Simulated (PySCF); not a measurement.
Delta-SCF ions had no search for a lower state. Excitations are Tamm–Dancoff values on a coarser integration grid. The basis has no diffuse functions, so Rydberg states are missing or too high.

# C$_{3}$H$_{3}$F, SMILES `FC1=CC1` (charge 0, multiplicity 1)

Method: PBE0-D3(BJ)/def2-TZVP run with PySCF.

HOMO: -7.30 eV
dipole moment: 1.11 D
LUMO: 0.51 eV
HOMO–LUMO gap: 7.81 eV
S1 excitation (TDA): 7.19 eV
S1 oscillator strength: 0.095
brightest of the four lowest singlets (TDA): 7.19 eV
T1 excitation (TDA): 4.54 eV
S1–T1 gap (TDA): 2.65 eV
vertical ionisation energy (Delta-SCF): 9.77 eV
total energy: -215.7053 Ha
cost: roughly 50 core-seconds

```xyz
7

F      1.1539    -1.6142    -0.7404
C      0.5442    -0.5475    -0.2942
C      0.6005     0.6937     0.0090
C     -0.7410    -0.0554     0.1956
H      1.0886     1.6444     0.1154
H     -1.0740    -0.3005     1.2056
H     -1.5573     0.1386    -0.5023
```
Charge 0, spin multiplicity 1.
